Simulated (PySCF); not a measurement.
SMILES F[Si](F)(F)[Ge]([Cl])([Cl])[Cl] (Cl3F3GeSi), singlet, B3LYP/def2-SVP optimised geometry.

```
8

Si    -1.55    -2.18     1.92
F     -1.08    -1.44     3.26
F     -3.15    -2.23     1.90
F     -0.99    -3.68     1.93
Ge    -0.73    -1.02     0.00
Cl    -1.43    -1.99    -1.80
Cl     1.43    -1.02     0.00
Cl    -1.43     1.02     0.00
```

Density from B3LYP/def2-TZVP in PySCF at that geometry.

Minimum of the electron density along straight lines between bonded atoms, close to the bond critical point (lines longer than 1.1 times the sum of covalent radii, or with two minima, are not listed):

```csv
bond,length / Å,ρ at the minimum / e bohr⁻³,∇²ρ there / e bohr⁻⁵,position (fraction from the first atom)
Si1–F2,1.603,0.140,0.95,0.42
Si1–F3,1.603,0.140,0.95,0.42
Si1–F4,1.603,0.140,0.95,0.42
Si1–Ge5,2.384,(withheld),(withheld),0.48
Ge5–Cl6,2.160,0.105,0.14,0.44
Ge5–Cl7,2.160,0.105,0.14,0.44
Ge5–Cl8,2.160,0.105,0.14,0.44
```

Problem. What belongs in the gaps?

Solution. 
- Si1–Ge5, ρ at the minimum / e bohr⁻³: 0.097
- Si1–Ge5, ∇²ρ there / e bohr⁻⁵: -0.16
